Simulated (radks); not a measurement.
Values are calculated unless marked as measured or tabulated.
Polarisability of neutral indium, [Kr] 4d10 5s2 5p1, at imaginary frequency. Level of theory: scalar-relativistic Kohn-Sham, LDA (Slater exchange, VWN5 correlation), spin-unpolarised, spherical densities, finite nucleus; Fermi nuclear charge, rms radius 4.6156 fm (a radial shooting solver on a logarithmic mesh with Libxc functionals). Response by self-consistent Sternheimer equations with the Hartree and adiabatic LDA kernel, the relativistic mass of each level held fixed and spin-orbit coupling left out.

w (hartree)  alpha1(iw) (bohr^3)
0.00266                    76.53
0.0143                     75.65
0.0360                     71.33
0.0697                     61.43
0.118                      47.96
0.186                      34.63
0.280                      23.54
0.413                      15.30
0.605                      9.710
0.892                      6.081
1.35                       3.710
2.12                       2.099
3.59                       1.002
6.94                      0.3520
17.5                     0.07624

Static values: alpha1 = 76.56 bohr^3 (11.35 angstrom^3; uncoupled 109.5). C6 = 765.7, triple-dipole C9 = 39590 atomic units. One-pole (London) frequency 4 C6 / (3 alpha1^2) = 0.174 hartree, against 0.099 for minus the highest occupied eigenvalue. Recommended static value: 65 bohr^3 (Schwerdtfeger and Nagle, 2023 table).

Beside tabulated values, note that spin-unpolarised runs miss the spin-polarisation part of the exchange energy of open shells.
